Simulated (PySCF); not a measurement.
# Working out the ionisation energy of Cr

Cr [Ar] 3d5 4s1 (7S) → Cr⁺ [Ar] 3d5 (6S). Calculation: PySCF 2.14, in aug-cc-pVTZ-DK; the spin-free X2C one-electron Hamiltonian (Gaussian nucleus). Frozen: [Ar]. Energies in hartree (1 hartree = 27.21139 eV):

```json
{"part": "UHF", "Cr (lower)": "-1049.654314", "Cr⁺ (upper)": "-1049.433631"}
{"part": "MP2 opposite-spin", "Cr (lower)": "0.000000", "Cr⁺ (upper)": "0.000000"}
{"part": "MP2 same-spin", "Cr (lower)": "-0.096047", "Cr⁺ (upper)": "-0.077204"}
```

Problem. What does Hartree-Fock give?

Solution. (-1049.433631) − (-1049.654314) = 0.220683 hartree = 6.005 eV.

Problem. What do MP2 and SCS-MP2 (6/5 opposite-spin, 1/3 same-spin) give?

Solution. The opposite-spin parts differ by 0.000 eV and the same-spin parts by 0.513 eV. MP2: 6.005 + (0.000) + (0.513) = 6.518 eV. SCS-MP2: 6.005 + 1.2 × (0.000) + (0.513)/3 = 6.176 eV.

Measured between the centres of the two terms (NIST): 6.767 eV, so MP2 (valence) is off by -0.249 eV.

What remains against the reference includes basis incompleteness, the frozen core and correlation beyond second order.
